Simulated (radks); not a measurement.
Results of a calculation; reference values are marked as such.
The ruthenium anion Ru- inside a hard spherical wall (all orbitals vanish at R), configuration held at [Kr] 4d7 5s2 and not refilled when levels cross. Code: a radial shooting solver on a logarithmic mesh with Libxc functionals. Model: scalar-relativistic Kohn-Sham, r2SCAN, spin-polarised, spherical densities, finite nucleus; open shells are filled with parallel spins first (spin-orbit coupling, left out, can overturn this in heavy ions); meta-GGA in the generalised Kohn-Sham scheme; Fermi nuclear charge, rms radius 4.4809 fm. Eigenvalues in eV for spin up, with the zero of energy where the potential of the charges vanishes at infinity; a dash marks a level that is unbound or too diffuse for the functional's potential to be trusted. A positive occupied level is held by the wall or, in an anion where self-interaction has pushed it up, behind a barrier. The pressure on the wall is -dE/dV.

| R (bohr) | E (hartree) | kinetic (hartree) | e(4s) | e(4p) | e(4d) | e(5s) | e(5p, empty) | e(6s, empty) | pressure (GPa) |
|---|---|---|---|---|---|---|---|---|---|
| 20 | -4531.42669 | 4685.970 | -74.034 | -43.376 | -0.787 | 0.238 | 2.973 | 3.153 | 0.000160 |
| 12 | -4531.42466 | 4685.980 | -73.775 | -43.115 | -0.525 | 0.462 | 3.530 | 5.112 | 0.0178 |
| 7 | -4531.37819 | 4686.179 | -72.056 | -41.390 | 1.121 | 1.974 | 6.141 | 13.923 | 1.78 |
| 5 | -4531.15479 | 4687.028 | -68.285 | -37.677 | 4.508 | 5.944 | 11.979 | 32.376 | 25.3 |
| 4 | -4530.63492 | 4688.878 | -63.025 | -32.606 | 9.255 | 12.884 | 21.294 | 59.174 | 137 |
| 3 | -4528.47706 | 4696.289 | -50.549 | -20.695 | 21.692 | 35.856 | 49.848 | 131.35 | 1150 |
